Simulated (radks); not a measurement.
Neutral cerium inside a hard spherical wall (all orbitals vanish at R), configuration held at [Xe] 4f1 5d1 6s2 and not refilled when levels cross. All-electron calculation, scalar-relativistic Kohn-Sham, PBE, spin-unpolarised, spherical densities, finite nucleus; Fermi nuclear charge, rms radius 4.8771 fm. Program: a radial shooting solver on a logarithmic mesh with Libxc functionals. Eigenvalues in eV, with the zero of energy where the potential of the charges vanishes at infinity; a dash marks a level that is unbound or too diffuse for the functional's potential to be trusted. A positive occupied level is held by the wall or, in an anion where self-interaction has pushed it up, behind a barrier. The pressure on the wall is -dE/dV.

R (bohr),E (hartree),kinetic (hartree),e(5p),e(4f),e(6s),e(5d),"e(6p, empty)","e(7s, empty)",pressure (GPa)
free,-8860.0377,9389.934,-23.226,-5.383,-3.745,-3.060,-1.348,-,0
7,-8859.9769,9390.272,-21.692,-3.781,-2.189,-1.697,1.347,11.239,2.70
6,-8859.8820,9390.678,-20.465,-2.447,-0.428,-0.484,4.009,19.185,9.67
4,-8858.7630,9394.952,-13.889,5.324,15.112,7.684,24.889,70.196,227
3.5,-8857.6077,9399.274,-9.281,10.777,28.428,13.963,41.209,105.38,634
3,-8855.0090,9408.548,-0.555,20.313,54.491,25.916,71.531,166.87,2020
2.5,-8848.5471,9429.849,18.013,37.592,109.11,50.903,132.30,283.46,7600
2,-8830.1777,9485.744,64.859,71.605,235.94,110.59,268.29,531.17,36300
